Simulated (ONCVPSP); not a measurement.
As (Z = 33): one change to an ONCV potential, before and after

| Property | Result |
| --- | --- |
| Element | As |
| Generator | ONCVPSP 4.0.1 |
| Type | optimised norm-conserving Vanderbilt (ONCV) |
| Functional | PW91 |
| Relativity | fully relativistic |
| Frozen core | [Ne] |
| Valence charge | 23 |
| Reference configuration | 3s2 3p6 3d10 4s1.75 4p3.25 |
| Partial waves | 3s+4s: rc 0.80 bohr, ncon 4, nbas 8, qcut 11.9 1/bohr, 2 projectors; 3p+4p: rc 1.05 bohr, ncon 5, nbas 9, qcut 10.8 1/bohr, 3 projectors, debl 2.1 Ha; 3d: rc 0.60 bohr, ncon 4, nbas 8, qcut 17.9 1/bohr, 2 projectors, debl 1.1 Ha |
| Local potential | polynomial inside 0.50 bohr (lpopt 5, dvloc0 3 Ha) |
| Core correction | none |

Open shells are filled in proportion to 2j + 1.

In the d channel the program set the typed energies aside and used -1.501, 0.250 Ha (j = l + 1/2; the other j can differ).

Change: all radii scaled by about 1.22 (s 0.98, p 1.28, d 0.74 bohr); local potential polynomial inside 0.62 bohr (lpopt 5, dvloc0 3 Ha).

Cutoffs: the cutoffs (Ha) at which the residual kinetic energy of the hardest occupied pseudo-wave falls to 1 and 0.1 mHa per electron; they do not see the model core or the augmentation charge, which bear on the density cutoff. Errors are all-electron minus pseudo energies relative to the spin-unpolarised reference configuration.

Problem. How do hardness, ghosts and transferability respond?

Solution. The potential gets softer (575 Ha and 685 Ha → 151 Ha and 302 Ha); of the 4 tests that both files solve, the error grows in 1 and shrinks in 0 by more than 15 % and 0.3 meV (median size 0.5 → 0.4 meV); neither file shows a bound ghost. A larger radius leaves more room for a smooth pseudo-wave, so fewer plane waves are needed.

```tsv
quantity	base	changed
cutoff, loose	575 Ha	151 Ha
cutoff, tight	685 Ha	302 Ha
loose cutoff by channel	s 71 Ha, p 57 Ha, d 575 Ha	s 54 Ha, p 49 Ha, d 151 Ha
bound ghosts	none	none
GHOST(+) flags under 300 eV	none	none
largest miss of a reference level, eV	0.06	0.00
error for 3s2 3p6 3d10 4s2 4p3, meV [ΔE -2.34 eV]	-0.2	-0.1
error for 3s2 3p6 3d10 4s2 4p2, meV [ΔE 6.87 eV]	+0.2	+0.1
error for 3s2 3p6 3d10 4s2 4p1, meV [ΔE 24.88 eV]	+0.9	+0.7
error for 3s2 3p6 3d9 4s2 4p3, meV [ΔE 48.58 eV]	+20	+32
```
